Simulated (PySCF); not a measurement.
## The 14-electron isoelectronic series, spin-free X2C

Calculated with PySCF 2.14 from differences of total energies of unrestricted determinants, without spin-orbit coupling. Each ion has its own even-tempered basis scaled to its charge (18s12p4d4f for the first); frozen: 1s2. Ionisation energies in eV, correlation energies of the ion in mhartree.

| ion | configuration | UHF | LDA | PBE | PBE0 | r2SCAN | MP2 (outer shells) | CCSD (outer shells) | E_corr MP2 | E_corr CCSD(T) | NIST (with spin-orbit, Breit and QED) |
| --- | --- | --- | --- | --- | --- | --- | --- | --- | --- | --- | --- |
| Ba(42+) | [Ne] 3s2 3p2 (3P) | 3210.5 | 3211.7 | 3212.4 | 3212.3 | 3212.7 | 3211.0 | 3210.9 | -503.8 | -524.7 | 3266 ± 4 (t) |
| La(43+) | [Ne] 3s2 3p2 (3P) | 3355.7 | 3356.9 | 3357.6 | 3357.4 | 3357.9 | 3356.2 | 3356.1 | -504.7 | -525.1 | 3416 ± 4 (t) |
| Ce(44+) | [Ne] 3s2 3p2 (3P) | 3504.3 | 3505.6 | 3506.3 | 3506.2 | 3506.7 | 3504.9 | 3504.8 | -506.0 | -526.0 | 3570 ± 4 (t) |
| Pr(45+) | [Ne] 3s2 3p2 (3P) | 3656.3 | 3657.5 | 3658.3 | 3658.1 | 3658.6 | 3656.8 | 3656.7 | -507.4 | -527.0 | 3729 ± 4 (t) |
| Nd(46+) | [Ne] 3s2 3p2 (3P) | 3811.8 | 3812.9 | 3813.8 | 3813.6 | 3814.1 | 3812.3 | 3812.2 | -509.0 | -528.2 | 3891 ± 4 (t) |
| Pm(47+) | [Ne] 3s2 3p2 (3P) | 3970.5 | 3971.7 | 3972.5 | 3972.4 | 3972.9 | 3971.1 | 3971.0 | -510.5 | -529.3 | 4056 ± 4 (t) |
| Sm(48+) | [Ne] 3s2 3p2 (3P) | 4132.7 | 4133.8 | 4134.7 | 4134.6 | 4135.1 | 4133.3 | 4133.2 | -512.0 | -530.4 | 4227 ± 4 (t) |
| Eu(49+) | [Ne] 3s2 3p2 (3P) | 4298.5 | 4299.6 | 4300.5 | 4300.4 | 4300.9 | 4299.1 | 4299.0 | -513.8 | -532.0 | 4400 ± 4 (t) |
| Tb(51+) | [Ne] 3s2 3p2 (3P) | 4640.4 | 4641.4 | 4642.4 | 4642.3 | 4642.8 | 4640.9 | 4640.9 | -517.7 | -535.2 | 4760 ± 4 (t) |

Q: Interpolate the row of Gd(50+).

A: configuration [Ne] 3s2 3p2 (3P); UHF 4467.6; LDA 4468.7; PBE 4469.7; PBE0 4469.5; r2SCAN 4470.0; MP2 (outer shells) 4468.2; CCSD (outer shells) 4468.1; E_corr MP2 -515.6; E_corr CCSD(T) -533.4; NIST (with spin-orbit, Breit and QED) 4578 ± 4 (t).

Each ion has its own basis, which adds noise of up to about 0.1 % along the series.

NIST values marked (s) are semi-empirical, (t) theoretical. Open shells are high-spin determinants of the terms that Hund's rules give.

Spin-orbit coupling of the open shells is absent from the calculated values and included in NIST's; it grows fast with Z.
